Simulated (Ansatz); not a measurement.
Consider the redistribution: `O=[C]([SiH3])[SnH3]` + `C[SeH]` → `[SeH][SnH3]` + `CC(=O)[SiH3]`.

Program: Ansatz. Geometries: PBE0-D4/def2-TZVP. ΔE: electronic, gas phase. CCSD(T)/CBS adds triple-zeta CCSD(T) − MP2 to the extrapolated MP2 energy (def2 sets, frozen cores). Functionals use def2-TZVPP. def2 core potentials past Kr. For Se, Sn outer-core shells are correlated without core-valence functions, which leaves a few kJ/mol of doubt a bond. Scalar relativity is left out up to krypton.

`O=[C]([SiH3])[SnH3]`:

Z-matrix (Å, degrees):
```
Si
C 1 1.931
H 1 1.487 2 106.3
H 1 1.484 2 112.5 3 -122.2
H 1 1.487 2 106.3 3 115.6
Sn 2 2.249 1 118.8 3 -57.3
O 2 1.201 1 123.4 3 122.7
H 6 1.706 2 108.1 1 119.3
H 6 1.706 2 108.1 1 -121.9
H 6 1.712 2 111.6 1 -1.2
```

`C[SeH]`:

Cartesian coordinates in Å:
```
C -0.084 0.239 0.483
Se 0.999 -0.529 -0.943
H -0.638 1.102 0.121
H 0.617 0.559 1.253
H -0.757 -0.508 0.898
H -0.136 -0.864 -1.812
```

`[SeH][SnH3]`:

Cartesian coordinates in Å:
```
Se 1.761 -0.811 -0.272
Sn -0.370 0.478 0.190
H 1.019 -1.961 -0.803
H 0.148 1.956 0.859
H -1.339 -0.389 1.293
H -1.219 0.727 -1.267
```

`CC(=O)[SiH3]`:

Cartesian coordinates in Å:
```
C 1.060 -1.013 -0.313
C -0.251 -0.332 -0.578
O -0.965 -0.644 -1.502
Si -0.873 1.103 0.565
H 1.055 -1.444 0.693
H 1.247 -1.791 -1.054
H 1.868 -0.274 -0.328
H -1.037 2.310 -0.282
H 0.078 1.394 1.673
H -2.183 0.691 1.127
```

CCSD(T)/CBS gives -33.5 kcal/mol.

Q: Another level gave -33.5 kcal/mol. Which?
A. CCSD(T)/def2-TZVPP
B. B2PLYP/def2-TZVPP
C. HF/def2-TZVPP
D. PBE0-D4/def2-TZVPP

A: D. PBE0-D4 -33.5, B2PLYP -32.4, CCSD(T)/def2-TZVPP -31.4, HF/def2-TZVPP -37.8 kcal/mol.

Largest T1 diagnostic among the species: 0.016.

From PBE to PBE0 (25 % exact exchange), in def2-TZVPP and without D4, ΔE moves by −2.8 kcal/mol. In def2-TZVPP, CCSD(T) changes the Hartree–Fock value by +6.4 kcal/mol (the triples alone add +1.0 kcal/mol) and MP2 by +5.3 kcal/mol.
